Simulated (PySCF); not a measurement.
# Basis and Hamiltonian dependence of the ionisation energy of P⁺

P⁺ [Ne] 3s2 3p2 (3P) → P²⁺ [Ne] 3s2 3p1 (2P). Calculated with PySCF 2.14 from differences of total energies of unrestricted determinants, without spin-orbit coupling. Values in eV.

| basis | Hamiltonian | functions | UHF | r2SCAN | PBE0 | MP2 (valence) | CCSD(T) (valence) | CCSD(T) (valence and next inner shell) |
| --- | --- | --- | --- | --- | --- | --- | --- | --- |
| cc-pVDZ-DK | spin-free X2C | 18 | 19.168 | 19.945 | 19.826 | 19.472 | 19.504 | n/a |
| Sapporo-DZP-2012 | spin-free X2C | 27 | 19.200 | n/a | 19.852 | 19.542 | 19.612 | n/a |
| ANO-RCC-VTZP | spin-free X2C | 34 | 19.165 | 19.948 | 19.816 | 19.605 | 19.680 | 19.672 |
| aug-cc-pwCVDZ | non-relativistic | 36 | 19.168 | 19.936 | 19.820 | 19.504 | 19.553 | n/a |
| cc-pV(T+d)Z | non-relativistic | 39 | 19.163 | n/a | n/a | 19.611 | 19.685 | n/a |
| x2c-TZVPPall | spin-free X2C | 42 | 19.150 | 19.926 | 19.809 | 19.595 | 19.669 | 19.667 |
| x2c-TZVPPall with one added diffuse shell each of s, p, d type | spin-free X2C | 51 | 19.150 | 19.927 | 19.809 | 19.597 | 19.671 | 19.669 |
| aug-cc-pV(T+d)Z with one added diffuse shell each of s, p, d, f type | non-relativistic | 71 | 19.163 | 19.948 | 19.820 | 19.616 | 19.690 | n/a |
| def2-QZVPPD | non-relativistic | 76 | 19.169 | 19.947 | 19.820 | 19.655 | 19.722 | 19.725 |
| dyall-av3z | non-relativistic | 84 | 19.171 | 19.955 | 19.821 | 19.621 | 19.690 | n/a |
| aug-cc-pCVTZ-DK with one added diffuse shell each of s, p, d, f type | spin-free X2C | 91 | 19.152 | 19.936 | 19.810 | 19.606 | 19.680 | 19.692 |
| aug-cc-pV(Q+d)Z with one added diffuse shell each of s, p, d, f, g type | non-relativistic | 114 | 19.169 | 19.947 | 19.823 | 19.655 | n/a | n/a |
| aug-cc-pwCVQZ | non-relativistic | 134 | 19.168 | 19.943 | 19.821 | 19.660 | n/a | 19.755 |
| aug-cc-pV(5+d)Z | non-relativistic | 136 | 19.169 | 19.946 | 19.821 | 19.672 | n/a | n/a |

Frozen in the all-electron rows: valence: [Ne]; valence and next inner shell: 1s2.

Between the lowest levels the reference is 19.769 eV (semi-empirical (NIST evaluation); NIST Atomic Spectra Database, ionization energies); it includes spin-orbit coupling, which these numbers lack.
